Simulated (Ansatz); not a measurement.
Calculated with Ansatz (gas phase, PBE0-D4/def2-TZVP geometries, no zero-point term in ΔE). CBS: MP2 limit from def2 TZ/QZ plus the TZ coupled-cluster correction, frozen cores. This one scheme is used for every species. Functionals use def2-TZVPP. One conformer a species, not always the lowest.

Consider the formal hydrolysis of the Al–Cl bond: `N#[C][AlH][Cl]` + H₂O → `N#[C][AlH][OH]` + HCl.

| species | RPA@PBE/def2-TZVPP energy (Eh) |
| --- | --- |
| `N#[C][AlH][Cl]` | -795.36475 |
| H₂O | -76.45633 |
| `N#[C][AlH][OH]` | -411.38217 |
| HCl | -460.43307 |

Question: Work out ΔE.

Answer: ΔE = (-411.38217) + (-460.43307) − (-795.36475) − (-76.45633) = 0.00584 Eh = +3.7 kcal/mol. CCSD(T)/CBS gives +5.7 kcal/mol.

Largest T1 diagnostic among the species: 0.014.

From BLYP to BHLYP (50 % exact exchange), in def2-TZVPP and without D4, ΔE moves by +1.2 kcal/mol. At CCSD(T), def2-SVP lies −0.9 kcal/mol from the extrapolated value and def2-TZVPP −1.2 kcal/mol. Leaving LDA and LC-ωPBE aside and taking each functional with its dispersion term where it has one, the values, not all of them listed here, spread over 2.7 kcal/mol, from CAM-B3LYP-D4 to HSE06-D4. LDA lies −1.2 kcal/mol from PBE without D4.
